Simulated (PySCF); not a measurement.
C5H4O2S.
Numbering: `[O:1]=[C:2]([OH:3])[c:4]1[cH:5][cH:6][cH:7][s:8]1` (hydrogens: H9 on O3; H10 on C5; H11 on C6; H12 on C7)

Torsions of this conformer, `[O:1]=[C:2]([OH:3])[c:4]1[cH:5][cH:6][cH:7][s:8]1`: O1–C2–C4–C5 -1°, H–O3–C2–O1 0°.

The closed-shell ground state was solved at several levels (PySCF, density fitting, gas phase, non-relativistic). The structure is a single PBE0-D3(BJ)/def2-TZVP conformer in the gas phase; no vibrational or solvent corrections.

```
           level  basis functions  total energy (Eh)  HOMO (eV)  LUMO (eV)  gap (eV)  dipole (D)
    KT3/pcSseg-2              351          -749.7311      -6.35      -2.46      3.89        2.02
   PBE0/pcSseg-2              351          -741.2238      -7.39      -1.69      5.70        2.05
wB97X-D/pcSseg-2              351          -741.6224      -9.14       0.03      9.17        2.02
```

(1) Estimate the row for B97-2/pcSseg-2, a basis of 351 functions; the other rows only guide the guess.

(2) Over all these levels, which gives the widest orbital gap and which the narrowest?

(3) In the pcSseg-2 basis, how does the gap go with the fixed share of exact exchange?

(4) How far do the dipole and the HOMO energy spread over the levels?

## Answers

(1) Total energy -741.6500 Eh, HOMO -7.14 eV, LUMO -1.72 eV, gap 5.42 eV, dipole 2.05 D.

(2) wB97X-D/pcSseg-2 (range-separated hybrid) has the widest, 9.17 eV, and KT3/pcSseg-2 (GGA) the narrowest, 3.89 eV. From the narrowest to the widest the HOMO moves by -2.79 eV and the LUMO by +2.49 eV.

(3) KT3 (0 %) 3.89 eV; B97-2 (21 %) 5.42 eV; PBE0 (25 %) 5.70 eV. Each rise in the share widens the gap here.

(4) The dipole runs from 2.02 to 2.05 D (mean 2.03 D) and the HOMO from -9.14 to -6.35 eV.

Note: wB97X-D ran without an empirical dispersion term, which enters the total energy and its gradient alone.
